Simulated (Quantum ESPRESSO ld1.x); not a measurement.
Task: All-electron atom: Tm54+ in [Ne] 3s2 3p3. All-electron calculation, Dirac Kohn-Sham, LDA (Slater exchange, VWN5 correlation), spin-unpolarised, spherical densities, point nucleus; open shells fill j = l - 1/2 first. Program: ld1.x of Quantum ESPRESSO 7.5. Some entries of the table are withheld. Estimate them.

orbital  occ.  eigenvalue (hartree)  <r> (bohr)  <r^2> (bohr^2)
1s1/2       2            -2322.3431     0.02002       0.0005487
2s1/2       2             -508.5776         (1)        0.008252
2p1/2       2             -493.2825     0.06922        0.005923
2p3/2       4             -456.4212     0.07634        0.007068
3s1/2       2             -202.7900      0.2025         0.04684
3p1/2       2             -197.1871      0.1906             (2)
3p3/2       1             -187.5623      0.2012             (3)
3d3/2       0             -179.8767         (4)         0.03448
3d5/2       0             -177.5781         (5)         0.03572
4s1/2       0             -107.4820      0.3780          0.1611
4p1/2       0             -105.0934         (6)             (7)
4p3/2       0             -101.3041         (8)             (9)

Result: 
(1) 2s1/2 <r> (bohr): 0.08335
(2) 3p1/2 <r^2> (bohr^2): 0.04215
(3) 3p3/2 <r^2> (bohr^2): 0.04682
(4) 3d3/2 <r> (bohr): 0.1728
(5) 3d5/2 <r> (bohr): 0.1762
(6) 4p1/2 <r> (bohr): 0.3686
(7) 4p1/2 <r^2> (bohr^2): 0.1545
(8) 4p3/2 <r> (bohr): 0.3830
(9) 4p3/2 <r^2> (bohr^2): 0.1666
